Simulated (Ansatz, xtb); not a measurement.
# A geometry optimisation of BrClCuHSi with r2SCAN-D4/def2-SVP

The starting geometry of this gas-phase singlet has its atoms placed at random.

```xyz
5

Br    0.7623   -1.7342    0.1897
Cl   -0.0041    1.6745   -0.8877
Cu   -1.0191   -0.1680   -1.1575
Si    1.9567    0.2214    0.2245
H    -1.4143    0.5029    0.9207
```

Question: One run relaxed it with r2SCAN-D4/def2-SVP. What is a likely outcome?

Answer: It ends as a structure with Cl2 bridging Cu3 and Si4, given below by its coordinates. Contacts that open: Br1–Cu3 (2.73 → 3.50 Å). Contacts that close: Cl2–Si4 (2.68 → 2.39 Å), Cu3–Si4 (3.30 → 2.31 Å), Cu3–H5 (2.22 → 1.48 Å).

The energy falls by 4.21 eV over 15 steps:

```json
{"step": "1", "E − E(last) (eV)": "4.212"}
{"step": "3", "E − E(last) (eV)": "2.314"}
{"step": "4", "E − E(last) (eV)": "1.640"}
{"step": "6", "E − E(last) (eV)": "0.631"}
{"step": "7", "E − E(last) (eV)": "0.345"}
{"step": "9", "E − E(last) (eV)": "0.119"}
{"step": "10", "E − E(last) (eV)": "0.055"}
{"step": "12", "E − E(last) (eV)": "0.009"}
{"step": "13", "E − E(last) (eV)": "0.001"}
{"step": "15", "E − E(last) (eV)": "0.000"}
```

Final geometry (Å):

```yaml
atoms:
  - { symbol: Br, position_ang: [1.3556, -1.8557, -0.2636] }
  - { symbol: Cl, position_ang: [0.6099, 1.3316, -1.5993] }
  - { symbol: Cu, position_ang: [-1.0615, 0.6717, -0.2683] }
  - { symbol: Si, position_ang: [1.0798, 0.2671, 0.4911] }
  - { symbol: H, position_ang: [-1.7022, 0.0821, 0.9299] }
```

From the same start GFN2-xTB ends elsewhere, differing in Cu3–Si4 (3.18 against 2.31 Å here).

From so rough a start the end depends on the optimiser's path, so another program may land elsewhere. The end wasn't checked by frequencies. Run with Ansatz 0.2.0, 43 s on 1 thread of AMD EPYC 9R45 96-Core Processor (Zen 5), on a shared host.
